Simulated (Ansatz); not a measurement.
Ansatz (a program for electronic structure) input (CCSD(T)/STO-3G):

Ansatz 0.2 input:
```yaml
crystal:
  periodic: [false, false, false]
  atoms:
    - {symbol: O, position_ang: [-1.70661122, 0.00559744, -0.04848578]}
    - {symbol: C, position_ang: [-0.62544763, -0.50963170, 0.24798148]}
    - {symbol: C, position_ang: [0.73169644, 0.18445807, -0.07625975]}
    - {symbol: O, position_ang: [1.85185944, 0.12879404, -0.01743342]}
    - {symbol: H, position_ang: [-1.79947861, 0.87590996, -0.50297673]}
basis:
  gaussian:
    orbitals: STO-3G
total_charge: 1
magnetization: {spin_polarized: false}
correlation: {method: ccsd_t, electrons: outside_noble_gas}
```

End of the output:

```
integrals: 0.00 GiB planned
296 factors; integrals over basis functions are off by at most 5.4e-5 eV
mean field: 0.05 GiB planned
mean field evaluation 1: about -6055.9525 eV, gradient 3.6e1 eV
mean field evaluation 2: about -6056.0391 eV, gradient 3.6e1 eV
mean field evaluation 4: about -6059.7640 eV, gradient 2.3e0 eV
mean field evaluation 8: about -6059.7943 eV, gradient 4.7e-2 eV
mean field evaluation 16: about -6059.6723 eV, gradient 2.3e0 eV
mean field -6059.79193379 eV, -222.6932460922 hartree, gradient 2.5e-6 eV, S^2 0.000000; 0 other end points of the search recorded, 0 dependent functions left out; unrestricted orbitals would lower it
4 core orbitals not correlated
reference -6059.79193379 eV, -222.6932460922 hartree; 10, 10 occupied and 7, 7 virtual orbitals, 296 factors
second order -6.89278509 eV of doubles, -0.00000000 eV of singles
coupled cluster: 0.04 GiB planned
cycle   1  -6.84305179 eV  change    5.0e-2 eV  update   1.4e-1
cycle   2  -7.29114955 eV  change   -4.5e-1 eV  update   4.8e-2
cycle   3  -7.46841548 eV  change   -1.8e-1 eV  update   2.5e-2
cycle   4  -7.48388384 eV  change   -1.5e-2 eV  update   6.9e-3
cycle   5  -7.48823316 eV  change   -4.3e-3 eV  update   3.0e-3
cycle   6  -7.48802799 eV  change    2.1e-4 eV  update   1.1e-3
cycle   7  -7.48794046 eV  change    8.8e-5 eV  update   5.1e-4
cycle   8  -7.48802258 eV  change   -8.2e-5 eV  update   1.9e-4
cycle   9  -7.48806634 eV  change   -4.4e-5 eV  update   6.2e-5
cycle  10  -7.48806826 eV  change   -1.9e-6 eV  update   3.0e-5
cycle  11  -7.48805627 eV  change    1.2e-5 eV  update   1.2e-5
coupled cluster: 0.04 GiB planned
perturbative correction -0.36468816 eV, -0.0134020426 hartree
Total energy: -6067.64467822 eV, -222.9818291271 hartree
```

It need not be the lowest isomer of its formula.
